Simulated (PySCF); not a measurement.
A GIAO shielding run with PySCF 2.14 (density fitting, non-relativistic, gas phase) on `InChI=1S/C3H12N2O2Si2/c4-3(6)1-2-9(5)7-8/h9H,1-2,5H2,8H3,(H2,4,6)/t9-/m1/s1`:

```
$ OMP_NUM_THREADS=1 python probes_run.py task.json out

{"job": {"kind": "nmr", "xc": "PBE0", "basis": "pcSseg-1"}, "charge": 0, "multiplicity": 1}
N      3.467504    -0.529100    -0.948076
C      2.240240     0.047455    -0.899689
O      2.087887     1.187320    -0.525383
C      1.118938    -0.854772    -1.376947
C     -0.243574    -0.232363    -1.105296
Si    -0.621070    -0.124734     0.751081
N     -0.895086    -1.750805     1.272537
O     -1.943290     0.813375     0.946974
Si    -2.835482     2.160161     0.918163
H      3.598353    -1.486303    -1.219568
H      4.264362    -0.001731    -0.632480
H      1.263785    -1.019059    -2.450024
H      1.201695    -1.818956    -0.871872
H     -0.259522     0.767817    -1.536268
H     -1.009355    -0.814911    -1.620778
H      0.422036     0.397440     1.618845
H     -1.484578    -2.346597     0.711668
H     -1.107215    -1.900797     2.245988
H     -4.175041     1.702912     1.289319
H     -2.287986     3.099241     1.895181
H     -2.811521     2.721351    -0.432751
```

Hardware: 1 thread of an Arm Neoverse V2, shared host. The job also computes population analyses, field gradients.

**Question.** How large is the calculation?

**Answer.** 88 electrons, 227 basis functions and 1217 auxiliary functions.

**Question.** How long does it take, and how much memory does it need?

**Answer.** 47 s of wall time, with 14 SCF cycles and 5 response iterations; peak memory 1.1 GiB. Times on a shared host scatter by some tens of per cent.
